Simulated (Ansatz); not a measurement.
Abridged output of a molecular run in Ansatz:

```
Functional definition: HF
1612 factors; integrals over basis functions are off by at most 1.3e-3 eV
mean field evaluation 1: about -77356.1268 eV, gradient 4.3e1 eV
mean field evaluation 2: about -77356.4287 eV, gradient 4.3e1 eV
mean field evaluation 4: about -77360.8172 eV, gradient 5.4e0 eV
mean field evaluation 8: about -77360.9525 eV, gradient 6.4e-1 eV
mean field evaluation 16: about -77360.9575 eV, gradient 2.8e-6 eV
mean field -77360.95752448 eV, -2842.9627518844 hartree, gradient 2.8e-6 eV, S^2 0.000000; 0 other end points of the search recorded, 0 dependent functions left out
17 core orbitals not correlated: weight in the atoms' cores, before any rotation towards them, 1.000 or more for the frozen orbitals, at most 0.000 for the correlated occupied ones
reference -77360.95752448 eV, -2842.9627518844 hartree; 20, 20 occupied and 230, 230 virtual orbitals, 1612 factors
second order -26.22293996 eV of doubles, -0.00000000 eV of singles
cycle   1  -26.28798264 eV  change   -6.5e-2 eV  update   1.3e-1
cycle   2  -27.01270766 eV  change   -7.2e-1 eV  update   4.2e-2
cycle   3  -27.19829267 eV  change   -1.9e-1 eV  update   2.4e-2
cycle   4  -27.18241592 eV  change    1.6e-2 eV  update   7.0e-3
cycle   5  -27.17757278 eV  change    4.8e-3 eV  update   3.8e-3
cycle   6  -27.17931557 eV  change   -1.7e-3 eV  update   1.5e-3
cycle   7  -27.17873009 eV  change    5.9e-4 eV  update   6.6e-4
cycle   8  -27.17849092 eV  change    2.4e-4 eV  update   2.6e-4
cycle   9  -27.17860233 eV  change   -1.1e-4 eV  update   1.1e-4
cycle  10  -27.17863024 eV  change   -2.8e-5 eV  update   3.7e-5
perturbative correction -1.17058070 eV, -0.0430180474 hartree
Total energy: -77389.30673543 eV, -2844.0045661710 hartree
```

Its atoms:

Z-matrix (Å, degrees):
```
C
Si 1 1.863
H 1 1.092 2 110.7
H 1 1.093 2 110.3 3 -120.2
H 1 1.092 2 110.7 3 120.1
Se 2 2.291 1 111.9 3 -60.3
H 2 1.484 1 110.9 3 178.9
H 2 1.490 1 111.6 3 56.7
C 6 1.943 2 97.1 1 112.4
O 9 1.187 6 122.8 2 -178.3
H 9 1.105 6 112.9 2 2.2
```

Task: Which basis set was used?
A. def2-TZVPP
B. def2-QZVPP
C. cc-pV(D+d)Z
D. def2-SVP

Result: A. It gives 267 functions.

Task: Write the keys of the input that set method, charge and spin (a neutral closed shell needs none for the last two).

Result: 
```yaml
correlation: {method: ccsd_t}
```
